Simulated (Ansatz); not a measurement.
Spectroscopic constants of TcH, multiplicity 5 (lowest of 2S+1 = 1, 3, 5, 7 at CCSD(T)/def2-TZVPP on PBE0 minima; our sources give no spin for the ground state, which may be another). No spin–orbit coupling. The T1 diagnostic near the minimum is 0.105, so single-reference values are doubtful.

Seven points along R, fitted to fifth degree in 1/R; most abundant isotopes. In def2 and cc sets the state is the lowest found near the PBE0 minimum, followed along R.

The values were computed with Ansatz (Gaussian basis) for Hartree–Fock, density functionals and correlated methods. Values without a source in brackets are computed. In def2 rows elements past Kr take small-core potentials, without spin–orbit coupling.

Energies at PBE0/def2-TZVPP:

```csv
R (Å),E (hartree)
1.526452,-81.28494716
1.567486,-81.28723876
1.605237,-81.28836424
1.647912,-81.28868237
1.690587,-81.28815373
1.739827,-81.28668335
1.797274,-81.28404394
```

Question: With a reduced mass of 0.9975 u, find the minimum, the force constant and the constants.

Answer: A fifth-degree polynomial in 1/R puts the minimum at r_e = 1.6413 Å with force constant 208 N/m. Then ω_e = (1/2πc)√(k/μ) = 1882 cm⁻¹ and B_e = h/(8π²cμr_e²) = 6.273 cm⁻¹; the cubic and quartic terms give α_e = 0.18 and ω_e x_e = 33 cm⁻¹.

Ansatz is a first-principles code.
